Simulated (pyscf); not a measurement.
## H₂N–Zr(NH₂)(Cl)–Cl (SMILES [NH2][Zr]([NH2])([Cl])[Cl]), singlet

Gas-phase minimum from PySCF at ωB97X-D3(BJ)/def2-SVP, one conformer. 

```xyz
9

N     -1.8593     0.7572     0.2640
Zr    -0.3464    -0.5173     0.5839
N     -0.9089    -1.6476     2.1456
Cl    -0.0576    -1.9209    -1.2968
Cl     1.6092     0.6756     1.1716
H     -1.9202     1.7059     0.6327
H     -2.6358     0.6044    -0.3788
H     -1.7742    -1.5861     2.6774
H     -0.3390    -2.3990     2.5343
```
Charge 0, spin multiplicity 1.

Bonded distances (Å): N1–Zr2 2.004, N1–H6 1.020, N1–H7 1.020, Zr2–N3 2.008, Zr2–Cl4 2.364, Zr2–Cl5 2.365, N3–H8 1.018, N3–H9 1.020. Bond angles (°): Zr2–N1–H6 125.4, Zr2–N1–H7 125.5, H6–N1–H7 108.8, N1–Zr2–N3 105.7, N1–Zr2–Cl4 110.0, N1–Zr2–Cl5 110.1, N3–Zr2–Cl4 108.6, N3–Zr2–Cl5 108.8, Cl4–Zr2–Cl5 113.3, Zr2–N3–H8 127.6, Zr2–N3–H9 123.7, H8–N3–H9 108.7.

Properties at ωB97X-D3(BJ)/def2-SVP:

| Property | Value |
|---|---|
| Harmonic wavenumbers, unscaled | 90, 92, 120, 134, 166, 188, 287, 383, 398, 468, 471, 522, 525, 675, 687, 1502, 1512, 3566, 3572, 3657, 3668 cm⁻¹ |
| Zero-point energy | 32.4 kcal/mol |
| Rotational symmetry number | 1 |
| Entropy of this conformer at 298 K and 1 atm, rigid rotor and harmonic oscillator, modes under 100 cm⁻¹ raised to 100 | 398.1 J/(mol K) |
| Dipole moment | 3.67 D |

Single-point totals, which compare only within one level:

```csv
level,total energy (hartree)
ωB97X-D3(BJ)/def2-TZVP,-1079.77913
PBE/def2-TZVP,-1079.19956
r²SCAN/def2-TZVP,-1079.60191
B3LYP-D3(BJ)/def2-TZVP,-1079.76197
PBE0-D3(BJ)/def2-TZVP,-1079.25804
M06-2X/def2-TZVP,-1079.51964
ωB97M-D3(BJ)/def2-TZVP,-1079.78150
```

Soft torsions are taken as harmonic, which can shift the entropy by several J/(mol K). Elements past Kr carry the def2 core potentials, without spin-orbit coupling.
